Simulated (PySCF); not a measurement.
Excitation energy of Pd by level of theory

Pd [Kr] 4d10 (1S) → Pd [Kr] 4d9 5s1 (3D), as a difference of total energies. All numbers are calculated (PySCF 2.14, scalar relativity through the core potential, in aug-cc-pVTZ-PP with ECP28MDF (6s6p5d3f2g, 88 functions)). Correlated levels: valence: 4s2 4p6 frozen. The calculations carry no spin-orbit coupling.

| method | excitation energy (cm⁻¹) |
| --- | --- |
| UHF | -733.69 |
| MP2 (valence) | 10274 |
| SCS-MP2 (valence) | 9942.9 |
| CCSD (valence) | 6448.3 |
| CCSD(T) (valence) | 7439.9 |
